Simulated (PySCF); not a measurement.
This triplet is an excited state, 0.24 eV above the relaxed singlet at the level B3LYP-D3(BJ)/def2-TZVP // r2SCAN-D4/def2-SVP (PySCF).

## [Co(H2O)5(NH3)]3+ (charge 3, multiplicity 3)

Computed with PBE-D3(BJ)/def2-TZVP // r2SCAN-D4/def2-SVP (PySCF 2.14.0).

```
Item                                                                    Result
----------------------------------------------  ------------------------------
highest occupied spin orbital                                        -20.45 eV
charge on the central atom (Mulliken)                                   0.43 e
charge on the central atom (meta-Löwdin)                                1.32 e
spin population on the central atom (Mulliken)                            1.76
total energy                                                     -1819.9063 Ha
cost                                            around 80 core-minutes (rough)
```

```xyz
20

Co     0.0647     0.0271    -0.0032
O      1.1241    -1.7047     0.1410
H      0.8995    -2.4572     0.7255
H      1.9399    -1.9558    -0.3381
O      0.9861     0.4439    -1.7252
H      1.8990     0.7356    -1.9301
H      0.5533     0.3065    -2.5940
O     -1.0545     1.6979    -0.1979
H     -1.9010     1.8727     0.2631
H     -0.8093     2.5275    -0.6568
O     -1.3614    -0.9537    -0.9211
H     -1.2274    -1.8532    -1.2880
H     -2.0618    -0.5165    -1.4502
O     -0.9101    -0.4799     1.6630
H     -0.7000    -0.3978     2.6169
H     -1.7664    -0.9545     1.6039
N      1.4163     0.9921     1.0188
H      2.0645     0.3370     1.4871
H      0.9734     1.5786     1.7459
H      1.9857     1.6334     0.4433
```
Charge +3, spin multiplicity 3.
